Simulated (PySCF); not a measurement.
## Mg⁺: excitation energy

Mg⁺ [Ne] 3s1 (2S) → Mg⁺ [Ne] 3d1 (2D), as a difference of total energies. All numbers are calculated (PySCF 2.14, no relativity, point nucleus, in aug-cc-pCVDZ). Correlated levels: valence and next inner shell: 1s2 frozen; nothing frozen. The calculations carry no spin-orbit coupling.

```
                            method  excitation energy (eV)
                               UHF                   8.751
                               LDA                   8.764
                              PBE0                   8.574
                            r2SCAN                   8.512
                           LC-wPBE                   8.873
                              BP86                   8.344
                         BHandHLYP                   8.805
                             B3LYP                   8.652
MP2 (valence and next inner shell)                   8.823
               MP2 (all electrons)                   8.822
           SCS-MP2 (all electrons)                   8.803
```

**Question.** Estimate what PBE gives.

**Answer.** 8.488 eV, closest to r2SCAN among the rows shown.

**Question.** Estimate what SCS-MP2 (valence and next inner shell) gives.

**Answer.** 8.804 eV, closest to SCS-MP2 (all electrons) among the rows shown.

Errors of the correlated levels include the incompleteness of this basis and the frozen core.

For comparison: 8.864 eV (measured; NIST levels, between the centres of gravity of the two terms).
